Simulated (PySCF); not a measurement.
This PySCF input asks for the NMR shieldings of SMILES C1CC(=C)/C1=C\OCBC, C8H13BO; the geometry comes from GFN2-xTB.

```python
import basis_set_exchange as bse
import numpy as np
from pyscf import gto, dft
from pyscf.prop import nmr

atoms = """
C    -0.747187    1.637368    0.484818
C    -1.311534    0.462016    0.248879
C    -2.690371   -0.048076    0.600743
C    -2.228469   -1.460413    0.194566
C    -0.912629   -0.852291   -0.250125
C     0.085150   -1.490632   -0.869107
O     1.243206   -1.091748   -1.415853
C     1.539351    0.303091   -1.511377
B     2.116157    1.018693   -0.218080
C     2.394859    0.213712    1.099004
H    -1.309278    2.432959    0.946055
H     0.283570    1.849389    0.245551
H    -3.483053    0.356870   -0.026452
H    -2.970484    0.075084    1.645704
H    -2.810572   -1.932814   -0.596160
H    -2.140277   -2.155266    1.029179
H    -0.022880   -2.561445   -1.018588
H     2.301093    0.351081   -2.300424
H     0.659342    0.820580   -1.914754
H     2.500028    2.119325   -0.354667
H     3.366925   -0.271957    0.992093
H     1.677188   -0.582611    1.281905
H     2.455116    0.834069    1.990108
"""
names = dict.fromkeys(["C", "O", "B", "H"], "pcSseg-1")
basis = {el: gto.basis.parse(bse.get_basis(n, elements=[el], fmt="nwchem")) for el, n in names.items()}
mol = gto.M(atom=atoms, basis=basis, charge=0, verbose=0)
mf = dft.RKS(mol, xc="PBE0")
mf.grids.level = 2
mf.grids.alignment = dft.numint.BLKSIZE   # the property module wants whole blocks of grid points
mf.conv_tol = 1e-9
mf.kernel()

calc = nmr.RKS(mf)   # GIAO
C = mf.mo_coeff
Co = C[:, mf.mo_occ > 0]
resp = mf.gen_response(singlet=True, hermi=2)
def vind(x):   # induced exchange potential for any number of trial vectors
    d = np.einsum("pi,xij,qj->xpq", C, 2 * x.reshape(-1, C.shape[1], Co.shape[1]), Co, optimize=True)
    return np.einsum("xpq,pi,qj->xij", resp(d - d.transpose(0, 2, 1)), C, Co, optimize=True).ravel()
mo1, _ = nmr.rhf.solve_mo1(calc, with_cphf=vind)
sigma = calc.kernel(mo1)
for i, s in enumerate(sigma):   # ppm
    w = np.linalg.eigvalsh((s + s.T) / 2)
    print("%2d %-2s iso %8.1f  s11 %8.1f  s22 %8.1f  s33 %8.1f" % (i, mol.atom_pure_symbol(i), w.mean(), *w))
```

Q: Give the expected output.

A: 
```
 0 C  iso     72.8  s11    -13.7  s22     80.4  s33    151.8
 1 C  iso     33.3  s11    -78.8  s22     37.6  s33    141.2
 2 C  iso    159.1  s11    149.7  s22    154.3  s33    173.2
 3 C  iso    162.2  s11    153.1  s22    158.2  s33    175.4
 4 C  iso     74.9  s11     -8.9  s22     96.2  s33    137.6
 5 C  iso     33.5  s11    -50.0  s22     55.4  s33     95.2
 6 O  iso    195.7  s11     72.2  s22    213.7  s33    301.2
 7 C  iso    107.9  s11     81.6  s22     94.3  s33    147.7
 8 B  iso     17.5  s11    -63.0  s22     -6.7  s33    122.1
 9 C  iso    176.6  s11    147.5  s22    180.8  s33    201.5
10 H  iso     26.8  s11     24.9  s22     26.0  s33     29.3
11 H  iso     29.0  s11     26.2  s22     28.9  s33     31.7
12 H  iso     29.1  s11     26.1  s22     27.1  s33     34.2
13 H  iso     29.3  s11     26.2  s22     27.3  s33     34.6
14 H  iso     29.2  s11     25.8  s22     27.1  s33     34.7
15 H  iso     29.1  s11     26.1  s22     27.1  s33     34.1
16 H  iso     25.4  s11     21.7  s22     25.7  s33     28.8
17 H  iso     27.2  s11     22.4  s22     26.6  s33     32.6
18 H  iso     26.6  s11     23.5  s22     25.3  s33     31.0
19 H  iso     23.9  s11     18.2  s22     25.4  s33     28.1
20 H  iso     31.3  s11     26.1  s22     29.2  s33     38.5
21 H  iso     29.8  s11     25.6  s22     29.3  s33     34.5
22 H  iso     30.3  s11     27.2  s22     27.9  s33     35.8
```

These numbers come from an equivalent density-fitted implementation of the same equations, which agrees with the script to about 0.01 ppm for H and up to a few tenths of a ppm for heavy atoms, so last digits may differ.

Size and cost of the density-fitted run: 235 basis functions, 71 s wall time on 1 thread of an Arm Neoverse V1, shared host; peak memory 1.1 GiB.
